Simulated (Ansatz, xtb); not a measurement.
Breaking the Al1–H2 bond in AlClFH (SMILES [F][AlH][Cl]) (multiplicity 1 held, fragments rigid). Energies count from the point at 1.555 Å.
Geometry at that point (charge 0, multiplicity 1):
| atom | x (Å) | y (Å) | z (Å) |
|---|---|---|---|
| Al | -0.5612 | 0.1772 | -0.4707 |
| H | -1.7558 | -0.3699 | -1.3032 |
| F | -0.2159 | 1.7862 | -0.4960 |
| Cl | 0.6468 | -1.0594 | 0.6992 |

R- and RO- levels are restricted; in cc, def2 and unpolarised 6-31G sets they are followed outwards from rest. Unrestricted levels (U-) break spin symmetry where that is lower. Active spaces are followed from a long bond inwards. Levels need not reach the same state.

Frozen-core correlation.

Programs: Ansatz (a quantum-chemistry and plane-wave program); xtb for the GFN methods. Each number belongs to the level named beside it. The GFN methods have no spin term and hold the electronic entropy of 300 K.

Energies in kcal/mol.

| R (Å) | GFN2-xTB | R-MP2/cc-pV(D+d)Z | U-CCSD(T)/cc-pV(D+d)Z | FIC-MRCISD+Q on CASSCF(2,2)/cc-pV(D+d)Z |
|---|---|---|---|---|
| 1.244 | 19.9 | 26.5 | 26.5 | 26.4 |
| 1.400 | 1.8 | 5.3 | 5.4 | 5.3 |
| 1.555 | 0.0 | 0.0 | 0.0 | 0.0 |
| 1.711 | 4.4 | 3.5 | 3.2 | 3.3 |
| 1.867 | 11.3 | 11.7 | 11.0 | 11.0 |
| 2.100 | 23.2 | 27.9 | 26.0 | 26.0 |
| 2.333 | 35.6 | 45.1 | 41.4 | 41.3 |
| 2.722 | 55.5 | 71.0 | 62.6 | 62.0 |
| 3.111 | 72.6 | 91.1 | 76.4 | 74.8 |
| 3.578 | 88.0 | 107.2 | 83.3 | 81.9 |
| 4.200 | 100.1 | 116.5 | 84.9 | 84.7 |
| 4.977 | 105.7 | 112.8 | 85.2 | 85.4 |

Doubts at one or more of the structures used: a restricted determinant that unrestricted orbitals would lower (R-MP2/cc-pV(D+d)Z); a spin-contaminated determinant (U-CCSD(T)/cc-pV(D+d)Z); T1 above 0.05 (U-CCSD(T)/cc-pV(D+d)Z).
